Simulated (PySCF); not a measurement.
Correlation energy of Be (beryllium, neutral)

[He] 2s2, closed-shell 1S. Calculation: PySCF 2.14, in x2c-QZVPPall (7s4p2d1f, 36 functions); scalar relativity by spin-free X2C-1e. Frozen: nothing; 4 electrons correlated.

```csv
level,correlation energy (mhartree)
CCSD,-68.27
(T),-0.43
CCSD(T),-68.70
CCSDT,-68.73
```

Diagnostics: T1 = 0.016, D1 = 0.0314, largest double amplitude 0.113.

Is a single reference adequate?

Mostly. T1 lies below 0.03, but a double amplitude of this size points to a near-degeneracy that CCSD handles and MP2 describes poorly.

This basis was not built for core-valence correlation, so the inner-shell part is incomplete.
